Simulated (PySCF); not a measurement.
Isomers C$_{7}$H$_{13}$N:

A. SMILES CC(=CC/C=N\C)C
B. `CC(C)C(C)(C)C#N`
C. `C/N=C1/CCC1(C)C`

Spectrum 1. 13C{1H} NMR (computed): δ 128.7 (C), 41.5 (CH), 35.1 (C), 29.3 (CH3), 21.1 (CH3).

Spectrum 2. 13C{1H} NMR (computed): δ 178.5 (C), 50.9 (C), 41.7 (CH3), 31.9 (CH2), 28.8 (CH2), 27.9 (CH3).

Spectrum 3. 13C{1H} NMR (computed): δ 161.8 (CH), 143.5 (C), 124.1 (CH), 40.4 (CH3), 30.1 (CH2), 29.3 (CH3), 19.3 (CH3).

Computed data (PySCF): coordinates at the GFN2-xTB level, GIAO PBE0/pcSseg-1 shieldings. Single conformer, non-relativistic, equivalent nuclei averaged, no solvent model.

References, each an isolated molecule treated in the same way: 13C vs TMS. Shifts are as computed. Against solution values, carbons near 30 ppm lie about +3 ppm off and those near 130 ppm about +5 ppm. Of 1211 compounds with measured shifts, 218 miss one by over three times the rms of a fit or turn the order of signals round; such compounds aren't used in these exercises.

Problem. Match each spectrum to its structure.

Solution. 1–B, 2–C, 3–A.

- Spectrum 1 (B): 5 13C signals; δC 128.7 is a nitrile carbon; δC 41.5 is an sp3 CH.
- Spectrum 2 (C): 6 13C signals; δC 50.9 is a quaternary sp3 carbon in a ring; δC 41.7 is a methyl carbon bonded to N.
- Spectrum 3 (A): 7 13C signals; δC 143.5 is a fully substituted alkene carbon; δC 124.1 is an alkene CH.
